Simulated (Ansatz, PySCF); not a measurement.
This PySCF input computes a CAM-B3LYP/def2-TZVPD energy:

```python
from pyscf import gto, scf, dft

mol = gto.M(
    atom='''
    Si   -0.38195306    0.03642764   -0.24545395
    Br   -0.70269540   -1.55912873    1.23600448
    Br   -0.09248714    1.94750499    0.80687096
    Br    1.29526190   -0.42401868   -1.62303493
    O    -1.51942937    0.09218723   -1.40725780
    ''',
    basis='def2-tzvpd',
    charge=0,
    spin=1,
    verbose=4,
)

mf = dft.UKS(mol, xc='camb3lyp').density_fit(auxbasis='def2-universal-jkfit')
mf.grids.level = 3
mf.conv_tol = 1e-9
mf.max_cycle = 100
mf.max_memory = 1500
mf.kernel()
if not mf.converged:
    mf = mf.newton()
    mf.kernel(mf.make_rdm1())
for _ in range(2):
    mo, _, stable, _ = mf.stability(return_status=True)
    if stable:
        break
    mf.kernel(mf.make_rdm1(mo, mf.mo_occ))
mf.analyze()
```

Question: Write an input for the same energy in Ansatz (a first-principles code) and say what it gives.

Answer: 
Ansatz 0.2 input:
```yaml
crystal:
  periodic: [false, false, false]
  atoms:
    - {symbol: Si, position_ang: [-0.38195306, 0.03642764, -0.24545395]}
    - {symbol: Br, position_ang: [-0.70269540, -1.55912873, 1.23600448]}
    - {symbol: Br, position_ang: [-0.09248714, 1.94750499, 0.80687096]}
    - {symbol: Br, position_ang: [1.29526190, -0.42401868, -1.62303493]}
    - {symbol: O, position_ang: [-1.51942937, 0.09218723, -1.40725780]}
basis:
  gaussian:
    orbitals: def2-TZVPD
hamiltonian:
  xc: {name: CAM-B3LYP}
magnetization: {spin_polarized: true, initial_magnetization: 1}
output: {forces: true}
```
It gives -8087.69532 Eh, and PySCF -8087.69541 Eh, a difference of 0.09 mEh, from the treatment of integrals and grids.

It need not be the lowest isomer of its formula.
